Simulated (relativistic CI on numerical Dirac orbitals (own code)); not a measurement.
# Cr+ in a cubic cluster: 2p photoemission with charge transfer

Computed with a charge-transfer multiplet model of a cubic metal-ligand cluster with up to one ligand hole, Slater and spin-orbit integrals from Dirac-Coulomb-Breit ions, Slater integrals scaled by 0.8. The parameters are those of a tetrahedral site (10Dq negative, t2 hopping the larger). The ground state mixes d5 with configurations of k ligand holes L, whose averages lie at kΔ + k(k − 1)U_dd/2; a core hole lowers each added d electron by U_cd. 300 K, Lorentzian 0.6 eV and Gaussian 0.8 eV FWHM.

Atomic integrals in eV (Slater integrals scaled, ζ unscaled), ground: F2dd 6.636, F4dd 4.082, zeta_d 0.022; with the core hole: F2dd 8.366, F4dd 5.204, zeta_d 0.040, zeta_core 5.624, F2cd 4.703, G1cd 3.430, G3cd 1.946.

Cluster parameters (eV): Δ = 7.7, U_dd = 5, U_cd = 5.8, 10Dq = -0.35, 10Dq(ligand) = 0, final-state hopping factor = 1.

```json
{"Case": "V(eg) = 1.25 eV, V(t2g) = -2.12 eV", "n_d": "5.12", "d5": "0.88", "d6L": "0.12", "S": "2.50"}
{"Case": "V(eg) = 1.55 eV, V(t2g) = -2.63 eV", "n_d": "5.16", "d5": "0.84", "d6L": "0.16", "S": "2.50"}
{"Case": "V(eg) = 2.15 eV, V(t2g) = -3.65 eV", "n_d": "5.22", "d5": "0.78", "d6L": "0.22", "S": "2.50"}
```

Weights, n_d and S are thermal averages at 300 K. Binding energies count from the first peak over 30 % of the highest in each spectrum, which can be another peak from case to case. The parameters are a model scan and need not match a compound or its usual spin state. Peaks in eV (height, largest 100):
- V(eg) = 1.25 eV, V(t2g) = -2.12 eV: 0.0 (100), 0.8 (93), 4.3 (19), 10.6 (56)
- V(eg) = 1.55 eV, V(t2g) = -2.63 eV: 0.0 (100), 0.7 (93), 4.2 (19), 10.6 (53)
- V(eg) = 2.15 eV, V(t2g) = -3.65 eV: 0.0 (100), 0.7 (93), 4.2 (19), 9.7 (54)

For the case V(eg) = 1.25 eV, V(t2g) = -2.12 eV, Δ = 7.7 eV is larger than U_dd = 5 eV, the Mott-Hubbard side of the Zaanen-Sawatzky-Allen scheme. With the core hole the average of the configuration with one ligand hole lies at Δ − U_cd = 1.9 eV before mixing: the effective hopping of about 4.0 eV (from the holes of the mixed ground state) is comparable with this gap or larger, so the configurations mix strongly.

With at most 1 ligand hole the space is cut while the next configuration still counts, so covalency is underestimated, and a final configuration with one more ligand hole, which can lie low, is missing from the spectra.
